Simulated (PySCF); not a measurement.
**Two-photon absorption: `FC(F)(F)c1ccc[se]1`, C$_{5}$H$_{3}$F$_{3}$Se**

Geometry (Å), atoms numbered from 1 in this order:
```xyz
12

F    -2.3896    1.5356    0.0119
C    -1.9529    0.2633    0.0416
F    -2.5047   -0.2932    1.1386
F    -2.5058   -0.3655   -1.0071
C    -0.4728    0.2042    0.0424
C     0.3018   -0.8644   -0.3014
C     1.6872   -0.6215   -0.1763
C     2.0052    0.6239    0.2670
Se    0.5186    1.6774    0.5858
H    -0.1103   -1.7982   -0.6437
H     2.4272   -1.3654   -0.4156
H     2.9975    1.0030    0.4307
```

Method used: TDDFT B3LYP/aug-cc-pVDZ excited states, vertical, gas phase in PySCF. Geometry: GFN2-xTB.

The calculation is non-relativistic, which matters for the atoms heavier than Zn.

Q: Give the one- and two-photon strengths of the lowest singlets.

A: δ for parallel linear polarisation; σ at the peak of a Lorentzian of half width 0.1 eV, single beam; Ω is circular over linear.
| state | E (eV) | f | photon λ (nm) | δ (au) | σ (GM) | Ω | main |
| --- | --- | --- | --- | --- | --- | --- | --- |
| S1 | 5.19 | 0.101 | 477 | 18.3 | 0.18 | 0.96 | HOMO→LUMO 0.47, HOMO−1→LUMO 0.45 |
| S2 | 5.34 | 0.107 | 464 | 7.36 | 0.08 | 0.91 | HOMO→LUMO 0.48, HOMO−1→LUMO 0.46 |
| S3 | 5.46 | 0.001 | 454 | 0.29 | 0.00 | 1.39 | HOMO→LUMO+1 0.65, HOMO−1→LUMO+1 0.30 |
| S4 | 5.48 | 0.003 | 452 | 14.2 | 0.16 | 1.50 | HOMO−1→LUMO+1 0.64, HOMO→LUMO+1 0.30 |
| S5 | 6.15 | 0.002 | 403 | 72.3 | 1.00 | 1.50 | HOMO→LUMO+2 0.95 |

Among these, the strongest one-photon state is S2, the strongest two-photon state S5, with a dipole change of 7.1 D (relaxed, norm of the difference vector).
